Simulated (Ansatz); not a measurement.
Reaction (redistribution): `C[SiH2][SiH2]C=N` + `C[O][GeH3]` → `C[SiH2][O][GeH3]` + `C[SiH2]C=N`

Program: Ansatz. Geometries: PBE0-D4/def2-TZVP. ΔE: electronic, gas phase. CCSD(T)/CBS adds triple-zeta CCSD(T) − MP2 to the extrapolated MP2 energy (def2 sets, frozen cores). Functionals use def2-TZVPP. B3LYP here is the variant with VWN-RPA as its local correlation; programs differ in this. For Ge outer-core shells are correlated without core-valence functions, which leaves a few kJ/mol of doubt a bond. Scalar relativity is left out up to krypton. One conformer a species, not always the lowest.

```
             level  ΔE (kJ/mol)  difference from CCSD(T)/CBS
           PBE0-D4       -184.4                         18.9
          B3LYP-D4       -194.1                          9.2
           ωB97M-V       -203.7                         -0.4
            B2PLYP       -204.4                         -1.1
              PBE0       -186.7                         16.6
    MP2/def2-TZVPP       -212.3                         -9.0
   CCSD/def2-TZVPP       -203.1                          0.2
CCSD(T)/def2-TZVPP       -199.9                          3.4
    MP2/def2-QZVPP       -215.2                        -11.9
    CCSD/CBS(def2)       -206.5                         -3.2
       CCSD(T)/CBS       -203.3                            0
```

Largest T1 diagnostic among the species: 0.013.

From PBE to PBE0 (25 % exact exchange), in def2-TZVPP and without D4, ΔE moves by −10.0 kJ/mol. In def2-TZVPP, CCSD(T) changes the Hartree–Fock value by +17.3 kJ/mol (the triples alone add +3.2 kJ/mol) and MP2 by +4.9 kJ/mol.
